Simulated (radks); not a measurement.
Values are calculated unless marked as measured or tabulated.
Ar2+, configuration [Ne] 3s2 3p4.

Level of theory: scalar-relativistic Kohn-Sham, PBE, spin-polarised, spherical densities, point nucleus; open shells are filled with parallel spins first; hard spherical wall at 2.5 bohr (a radial shooting solver on a logarithmic mesh with Libxc functionals).

Energy parts (eV):
| part | energy |
|---|---|
| total | -14331.270 |
| kinetic | 14575.682 |
| electron-nucleus | -34085.347 |
| Hartree | 6008.359 |
| exchange-correlation | -829.963 |

Orbitals (lengths in bohr, moments of r in powers of bohr; r(max) is where P^2 peaks):
| orbital | occ. | eigenvalue (eV) | r(max) | <r> |
|---|---|---|---|---|
| 1s up | 1 | -3136.694 | 0.05607 | 0.08574 |
| 1s down | 1 | -3136.124 | 0.05606 | 0.08573 |
| 2s up | 1 | -314.7779 | 0.3388 | 0.4149 |
| 2s down | 1 | -314.2894 | 0.3390 | 0.4147 |
| 2p up | 3 | -247.6379 | 0.2811 | 0.3777 |
| 2p down | 3 | -246.9241 | 0.2814 | 0.3776 |
| 3s up | 1 | -42.3424 | 1.145 | 1.223 |
| 3s down | 1 | -39.3332 | 1.145 | 1.224 |
| 3p up | 3 | -25.5653 | 1.198 | 1.256 |
| 3p down | 1 | -22.5985 | 1.199 | 1.258 |
| 3d up | 0 | -0.3431 | 1.227 | 1.273 |
| 3d down | 0 | 2.4146 | 1.226 | 1.273 |
| 4s up | 0 | 52.6816 | 1.881 | 1.479 |
| 4s down | 0 | 54.6852 | 1.884 | 1.478 |
| 4p up | 0 | 63.9916 | 1.897 | 1.437 |
| 4p down | 0 | 65.9725 | 1.900 | 1.436 |

The highest occupied level is 3p down at -22.598 eV. Summed over all electrons, <r^2> = 11.89 bohr^2, which gives a Langevin (diamagnetic) susceptibility term of -9.41 x 10^-6 cm^3/mol. The density falls to 0.001 e/bohr^3 at r = 2.38 bohr. The pressure on the wall is 925 GPa. Spin moment in Bohr magnetons: 2.
